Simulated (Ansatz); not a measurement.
The same path of CH₆OSSi (10 atoms, charge 0, multiplicity 1) was run twice with different band settings. The coordinate that changes most is the dihedral H7–C2–Si3–S4.

Theory: RKS PBE-D4/6-31G* in Ansatz 0.2.0.

Relaxed end points:

```xyz
10
Properties=species:S:1:pos:R:3
O -0.688 0.741 -1.197
C -0.589 0.709 0.235
Si 0.292 -0.933 0.655
S 2.128 -0.985 -0.478
H -1.032 1.621 -1.449
H 0.006 1.557 0.635
H -1.586 0.741 0.725
H -0.620 -2.080 0.330
H 0.656 -0.995 2.108
H 1.516 -0.426 -1.560
```

```xyz
10
Properties=species:S:1:pos:R:3
O -1.859 0.703 -0.073
C -0.433 0.816 -0.121
Si 0.240 -0.892 0.401
S 2.406 -0.945 0.306
H -2.232 1.586 -0.272
H -0.056 1.077 -1.135
H -0.034 1.584 0.576
H -0.366 -1.952 -0.469
H -0.071 -1.165 1.838
H 2.488 -0.862 -1.050
```

Common settings: movable images 7; climbing image yes; spring 5.0 eV/Å²; optimiser quadratic models (default); start path through a guess of the saddle point; end points relaxed.

| run | force threshold | iteration limit |
| --- | --- | --- |
| 1 | 0.05 eV/Å | 53 |
| 2 | 0.5 eV/Å | 60 |

(1) What does each run give, and how far can it be trusted?

## Answers

(1) Run 1: converged after 7 iterations, highest image 0.112 eV above the first end. A vibrational analysis at the climbing image gives one clearly imaginary mode, 84i cm⁻¹: a first-order saddle point.
Run 2: converged after 4 iterations, highest image 0.114 eV above the first end. The threshold of 0.5 eV/Å is loose, so the images may lie well off the minimum-energy path. Another band between the same ends (7 images) ends at a top of the same energy, where a vibrational analysis finds 1 clearly imaginary mode.
